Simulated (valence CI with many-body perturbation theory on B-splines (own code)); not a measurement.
## E1 line list for Gd13+

Calculated by relativistic CI+MBPT: five valence electrons over a frozen Dirac-Fock core [Kr] 4d10, a basis of 7 s, 7 p, 7 d, 7 f, 4 g, 2 h functions for each j, with the one-electron correlation potential Σ1 (screened to all orders), the two-electron term Σ2, the three-electron term Σ3, Breit, model QED; selected single and double excitations, second order for the rest, scaled by the run's own slope (own B-spline code, finite nucleus).

No measured spectrum was set against this ion. As an estimate, terms of the open shell hold to a few per cent of their energy, and close levels can change places; configurations with another count of f electrons can be misplaced by thousands of cm⁻¹. Among the levels kept, up to 1200 cm⁻¹ of a level comes from second order outside the variational space, and about a tenth of that is noise between levels of different J, which matters for small intervals. The lowest computed level is not the ground level that NIST lists (6H°5/2, for many ions itself from theory).

Lines 201 to 250 of 552 in falling wavelength, among levels below 131370 cm⁻¹, chosen from the strongest by gf and those to the six lowest levels. Wavelengths and rates use the calculated energies, so an error of 2000 cm⁻¹ moves a line at 1768 Å by 3.5 % and its rate by three times that or more. Electric multipoles are in the length gauge, E1 and E2 with the static RPA response of the core. Weak lines are less certain than strong ones. Lines between different terms over intervals too small for the method are left out, as are lines whose strength nearly cancels. Where a level lies close to another of its J and parity, the split of strength between their lines is uncertain. The highest levels of a list are the least certain.

Names give the largest LS component (configuration and term), which can be under half, so a name can repeat, a term be missing and a line seem to break the LS rules; names also repeat where a configuration has a term twice. Letters in brackets count levels of one name in rising energy.

| λ vac (Å) | Upper | Lower | A (s⁻¹) | S (a.u.) |
| --- | --- | --- | --- | --- |
| 1768 | 4f4 5s 4G_11/2 [a] | 4f3 5s2 2H°_11/2 [a] | 2.95e+03 | 9.67e-05 |
| 1768 | 4f4 5s 4F_5/2 [c] | 4f3 5s2 4G°_7/2 | 4.27e+03 | 6.98e-05 |
| 1757 | 4f4 5s 4G_9/2 [a] | 4f3 5s2 4G°_7/2 | 1.07e+03 | 2.87e-05 |
| 1749 | 4f4 5s 2K_13/2 [b] | 4f3 5s2 2I°_11/2 | 1.24e+03 | 4.57e-05 |
| 1744 | 4f4 5s 4G_7/2 [d] | 4f3 5s2 4D°_5/2 | 2.15e+03 | 4.51e-05 |
| 1737 | 4f4 5s 2G_9/2 [a] | 4f3 5s2 2G°_9/2 [a] | 2.39e+03 | 6.17e-05 |
| 1725 | 4f4 5s 4F_9/2 [c] | 4f3 5s2 4F°_9/2 | 8.27e+03 | 2.09e-04 |
| 1723 | 4f4 5s 2H_9/2 [b] | 4f3 5s2 4D°_7/2 | 5.42e+03 | 1.37e-04 |
| 1715 | 4f4 5s 4G_11/2 [a] | 4f3 5s2 4F°_9/2 | 2.19e+03 | 6.55e-05 |
| 1715 | 4f4 5s 2P_3/2 | 4f3 5s2 2D°_3/2 [a] | 4.96e+03 | 4.94e-05 |
| 1714 | 4f4 5s 2P_1/2 | 4f3 5s2 2D°_3/2 [a] | 3.79e+03 | 1.88e-05 |
| 1709 | 4f4 5s 4D_7/2 | 4f3 5s2 4F°_7/2 | 1.17e+03 | 2.30e-05 |
| 1705 | 4f4 5s 4F_3/2 [c] | 4f3 5s2 4G°_5/2 | 6.65e+03 | 6.50e-05 |
| 1704 | 4f4 5s 4K_17/2 [b] | 4f3 5s2 2L°_17/2 | 4.67e+03 | 2.05e-04 |
| 1702 | 4f4 5s 2G_9/2 [c] | 4f3 5s2 2H°_11/2 [b] | 1.28e+04 | 3.11e-04 |
| 1693 | 4f4 5s 2G_9/2 [b] | 4f3 5s2 4G°_11/2 | 8.23e+02 | 1.97e-05 |
| 1692 | 4f4 5s 2G_7/2 [b] | 4f3 5s2 2D°_5/2 [b] | 1.57e+03 | 3.00e-05 |
| 1689 | 4f4 5s 4F_9/2 [a] | 4f3 5s2 2H°_9/2 [a] | 3.54e+03 | 8.42e-05 |
| 1689 | 4f4 5s 2I_13/2 [a] | 4f3 5s2 4G°_11/2 | 3.17e+03 | 1.06e-04 |
| 1683 | 4f4 5s 4F_7/2 [c] | 4f3 5s2 4G°_9/2 | 3.26e+03 | 6.13e-05 |
| 1679 | 4f4 5s 2G_9/2 [b] | 4f3 5s2 2G°_9/2 [a] | 7.77e+03 | 1.82e-04 |
| 1679 | 4f4 5s 4K_17/2 [a] | 4f3 5s2 4I°_15/2 | 7.51e+01 | 3.16e-06 |
| 1679 | 4f4 5s 2D_5/2 [b] | 4f3 5s2 4D°_3/2 | 1.35e+03 | 1.89e-05 |
| 1678 | 4f4 5s 2F_7/2 [b] | 4f3 5s2 4D°_5/2 | 3.11e+03 | 5.80e-05 |
| 1676 | 4f4 5s 2G_7/2 [a] | 4f3 5s2 2H°_9/2 [b] | 1.66e+04 | 3.08e-04 |
| 1666 | 4f4 5s 2D_3/2 [c] | 4f3 5s2 2P°_3/2 | 4.81e+03 | 4.39e-05 |
| 1661 | 4f4 5s 4I_9/2 [b] | 4f3 5s2 4F°_9/2 | 1.72e+03 | 3.90e-05 |
| 1656 | 4f4 5s 4F_7/2 [d] | 4f3 5s2 4G°_9/2 | 3.38e+03 | 6.06e-05 |
| 1655 | 4f4 5s 4I_13/2 [b] | 4f3 5s2 2H°_11/2 [a] | 1.56e+03 | 4.89e-05 |
| 1652 | 4f4 5s 4F_3/2 [d] | 4f3 5s2 4D°_1/2 | 4.68e+03 | 4.17e-05 |
| 1652 | 4f4 5s 4G_9/2 [b] | 4f3 5s2 2I°_11/2 | 1.01e+03 | 2.25e-05 |
| 1649 | 4f4 5s 4D_7/2 | 4f3 5s2 4F°_5/2 | 1.54e+03 | 2.72e-05 |
| 1647 | 4f4 5s 4F_7/2 [c] | 4f3 5s2 4G°_7/2 | 5.05e+03 | 8.92e-05 |
| 1647 | 4f4 5s 4F_5/2 [c] | 4f3 5s2 2G°_7/2 [a] | 2.80e+03 | 3.70e-05 |
| 1645 | 4f4 5s 4H_9/2 [b] | 4f3 5s2 4G°_11/2 | 2.89e+03 | 6.34e-05 |
| 1638 | 4f4 5s 4G_9/2 [a] | 4f3 5s2 2G°_7/2 [a] | 1.02e+03 | 2.22e-05 |
| 1637 | 4f4 5s 4F_9/2 [e] | 4f3 5s2 4G°_11/2 | 5.08e+03 | 1.10e-04 |
| 1629 | 4f4 5s 4F_5/2 [c] | 4f3 5s2 4G°_5/2 | 1.74e+03 | 2.22e-05 |
| 1629 | 4f4 5s 2H_11/2 [b] | 4f3 5s2 2I°_13/2 | 3.58e+03 | 9.17e-05 |
| 1629 | 4f4 5s 2I_13/2 [a] | 4f3 5s2 2K°_15/2 | 7.03e+02 | 2.10e-05 |
| 1628 | 4f4 5s 2I_13/2 [b] | 4f3 5s2 4G°_11/2 | 6.81e+03 | 2.03e-04 |
| 1628 | 4f4 5s 4K_15/2 [b] | 4f3 5s2 2L°_15/2 | 1.39e+03 | 4.73e-05 |
| 1626 | 4f4 5s 4H_11/2 [b] | 4f3 5s2 2G°_9/2 [a] | 2.12e+03 | 5.40e-05 |
| 1622 | 4f4 5s 4H_11/2 [c] | 4f3 5s2 2I°_13/2 | 2.12e+03 | 5.36e-05 |
| 1621 | 4f4 5s 4I_9/2 [c] | 4f3 5s2 2H°_11/2 [b] | 1.72e+03 | 3.62e-05 |
| 1619 | 4f4 5s 2M_17/2 | 4f3 5s2 2K°_15/2 | 5.85e+02 | 2.20e-05 |
| 1605 | 4f4 5s 4K_15/2 [a] | 4f3 5s2 4I°_13/2 | 1.08e+02 | 3.53e-06 |
| 1604 | 4f4 5s 4G_7/2 [b] | 4f3 5s2 4F°_7/2 | 1.51e+03 | 2.47e-05 |
| 1597 | 4f4 5s 2L_15/2 [b] | 4f3 5s2 2K°_13/2 | 1.95e+03 | 6.29e-05 |
| 1591 | 4f4 5s 4P_3/2 [b] | 4f3 5s2 2D°_5/2 [b] | 3.55e+03 | 2.82e-05 |
